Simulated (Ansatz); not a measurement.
Mg₂S₂ (the lowest singlet isomer of a short search). Charge 0, multiplicity 1. Geometry r2SCAN-D4/def2-TZVP, basis def2-TZVP, Ansatz.

| atom | x (Å) | y (Å) | z (Å) |
| --- | --- | --- | --- |
| Mg1 | 0.650 | -0.897 | 0.697 |
| Mg2 | -0.650 | 0.897 | -0.697 |
| S3 | 1.483 | 0.156 | -1.182 |
| S4 | -1.483 | -0.156 | 1.182 |

| run | HOMO (eV) | LUMO (eV) |
| --- | --- | --- |
| A | -8.29 | -1.03 |
| B | -5.73 | -3.00 |
| C | -5.27 | -2.93 |
| D | -5.09 | -3.29 |
| E | -8.62 | -0.89 |
| F | -4.91 | -3.29 |

LC-ωPBE has ω = 0.4 bohr⁻¹. HSE06 is defined as in plane-wave codes, on full-range PBE exchange. The structure comes from a short search, and lower isomers may exist.

The runs used BLYP, HSE06, LC-ωPBE, PBE, r2SCAN, ωB97X-V. Estimate which is which.

A ωB97X-V (range-separated); B HSE06 (range-separated); C r2SCAN (0 % exact exchange); D PBE (0 % exact exchange); E LC-ωPBE (range-separated); F BLYP (0 % exact exchange). Exact exchange lowers occupied and raises empty levels; among semilocal functionals meta-GGAs tend to open the gap a little, and such runs are hard to tell apart. The gap grows from 1.62 eV (BLYP) to 7.73 eV (LC-ωPBE).
